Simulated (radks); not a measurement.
The numbers below are computed, except where a source is named.
Removal energies from the mercury ion Hg10+, [Xe] 4f14 5d(3/2: 2, 5/2: 0), by Delta-SCF beside the eigenvalue of the level emptied. Code: a radial shooting solver on a logarithmic mesh with Libxc functionals. Model: Dirac Kohn-Sham, BLYP, spin-unpolarised, spherical densities, finite nucleus; Fermi nuclear charge, rms radius of each element as measured or else 0.836 A^(1/3) + 0.57 fm. Sub-shells are occupied by j as written (lower j first in brackets).

removed from	final configuration	Delta-SCF (eV)	-eigenvalue (eV)
5d3/2	[Xe] 4f14 5d(3/2: 1, 5/2: 0)	173.00	163.17
5p3/2	[Kr] 4d10 4f14 5s2 5p(1/2: 2, 3/2: 3) 5d(3/2: 2, 5/2: 0)	233.38	222.34
5p1/2	[Kr] 4d10 4f14 5s2 5p(1/2: 1, 3/2: 4) 5d(3/2: 2, 5/2: 0)	255.19	243.45
4f7/2	[Xe] 4f(5/2: 6, 7/2: 7) 5d(3/2: 2, 5/2: 0)	284.12	265.57
